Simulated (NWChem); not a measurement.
System: C2H4Cl2OSi; SMILES Cl[Si]1(Cl)CCO1

```xyz
10

Cl    -0.0285    -1.2035    -1.6514
Si    -0.0423     0.0100     0.0000
Cl    -0.0285    -1.2035     1.6514
C     -1.1408     1.5167     0.0000
C      0.2171     2.2584     0.0000
O      1.1637     1.1633     0.0000
H     -1.7538     1.6741    -0.8978
H     -1.7538     1.6741     0.8978
H      0.3718     2.8812     0.8954
H      0.3718     2.8812    -0.8954
```
Atoms are numbered in this order, from 1.

All runs: NWChem. Pople sets run with spherical d functions. Geometry: optimised at PBE0/def2-SVP. Static field.

For level B3LYP/6-31G*:

isotropic polarisability (bohr³): 59.6
anisotropy (bohr³): 22.4

**Question.** How do the values read with level B3LYP/def2-SVPD instead?

**Answer.** The isotropic polarisability (bohr³) is 76.3 and the anisotropy (bohr³) is 20.0.
